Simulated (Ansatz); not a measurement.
A nudged elastic band was laid between two geometries of C$_{2}$H$_{11}$NOSi$_{2}$ (17 atoms, charge 0, multiplicity 1).

These are results of RKS BHLYP-D4/6-31G* in Ansatz 0.2.0, not measurements.

```yaml
movable_images: 5
climbing_image: yes
spring: 5.0 eV/Å²
optimiser: quadratic models (default)
start_path: IDPP
force_threshold: 0.2 eV/Å
iteration_limit: 46
end_points: relaxed
```

First end point:

```xyz
17
Properties=species:S:1:pos:R:3
C -0.529 -1.563 0.547
N 0.393 -0.535 0.060
Si 2.029 -0.639 0.616
Si -0.165 0.461 -1.249
C -1.471 1.623 -0.536
O -0.971 2.228 0.645
H -1.561 -1.220 0.497
H -0.458 -2.485 -0.029
H -0.326 -1.802 1.590
H 2.771 0.534 0.127
H 2.709 -1.873 0.156
H 2.038 -0.671 2.095
H 0.987 1.224 -1.760
H -0.747 -0.361 -2.337
H -2.421 1.115 -0.345
H -1.692 2.430 -1.230
H -0.606 1.532 1.195
```

Last end point:

```xyz
17
Properties=species:S:1:pos:R:3
C -0.564 -1.578 0.462
N 0.361 -0.557 -0.037
Si 2.041 -0.812 0.293
Si -0.277 0.597 -1.168
C -1.416 1.747 -0.195
O -0.746 2.199 0.971
H -0.591 -2.457 -0.181
H -0.280 -1.900 1.462
H -1.577 -1.187 0.531
H 2.798 0.362 -0.169
H 2.574 -2.024 -0.370
H 2.227 -0.998 1.749
H 0.856 1.346 -1.735
H -1.030 -0.074 -2.255
H -2.369 1.273 0.058
H -1.662 2.632 -0.777
H -0.364 1.432 1.401
```

Question: What changes between the two ends?

Answer: No bond is made or broken. The dihedral H8–C1–N2–Si3 goes from -82 to 41°. The two ends are copies of one structure, up to a mirror image or an exchange of like atoms.

Question: What energy profile does the band end with?

Answer: It converged. The highest image is number 3 of 0 to 6, 0.018 eV above the ends, which have the same energy within 2 meV. The threshold of 0.2 eV/Å is loose, so the images may lie well off the minimum-energy path. Another band between the same ends (5 images) ends at a top of the same energy, where a vibrational analysis finds 1 clearly imaginary mode.

```tsv
image	path coordinate (Å)	energy (eV)	dihedral H8–C1–N2–Si3 (°)
0	0.00	0.000	-82
1	0.63	0.005	-63
2	1.26	0.013	-44
3	1.89	0.018	-23
4	2.48	0.018	-1
5	3.07	0.007	21
6	3.67	0.000	41
```

Question: What is the geometry of the highest image?

Answer: 
```xyz
17
Properties=species:S:1:pos:R:3:forces:R:3
C -0.579 -1.579 0.467 0.03 0.06 -0.02
N 0.360 -0.597 -0.084 -0.01 -0.01 -0.01
Si 2.033 -0.812 0.296 0.01 -0.01 0.01
Si -0.281 0.584 -1.178 0.00 0.00 0.00
C -1.393 1.751 -0.195 -0.01 0.00 0.01
O -0.702 2.218 0.954 0.01 -0.01 -0.01
H -1.364 -1.811 -0.249 -0.01 -0.02 0.00
H -0.078 -2.515 0.701 0.00 -0.02 0.00
H -1.052 -1.220 1.381 0.00 -0.01 0.00
H 2.783 0.358 -0.188 0.01 0.00 -0.01
H 2.583 -2.040 -0.321 0.01 -0.01 0.01
H 2.212 -0.949 1.758 0.00 0.01 0.01
H 0.851 1.323 -1.759 0.01 0.01 -0.01
H -1.063 -0.080 -2.249 -0.01 0.01 0.00
H -2.342 1.281 0.080 0.00 0.00 0.01
H -1.647 2.631 -0.781 0.00 0.00 0.00
H -0.340 1.455 1.408 0.00 0.00 0.00
```

Time of the run: 110 s on 2 threads of AMD EPYC 7B13 (Zen 3), on a shared host, peak memory 0.34 GiB.
